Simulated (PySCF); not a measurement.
CH2Cl, SMILES [CH2]Cl, multiplicity 2. Geometry optimised at PBE-D3(BJ)/def2-TZVP. The isomer is the one that the SMILES or the coordinates give; other isomers of the formula were not compared.

Calculation: PBE-D3(BJ)/def2-TZVP (PySCF).

Harmonic wavenumbers (cm⁻¹): 238, 838, 966, 1367, 3102, 3248. Rotational constants (GHz): 272.3, 15.85, 14.98; symmetry number 2.

Q: Work out the zero-point energy and the ideal-gas rigid-rotor harmonic-oscillator thermochemistry at 298.15 K and 1 atm.

A: ZPE = ½ Σ hcν = ½ × 9760 cm⁻¹ = 13.95 kcal/mol. H − E(el) = 16.71 kcal/mol. Entropy in cal/(mol K): translation 37.62, rotation 17.77, vibration 2.12, spin 1.38, total 58.89. G − E(el) = -0.85 kcal/mol. Cp = 10.86 cal/(mol K).
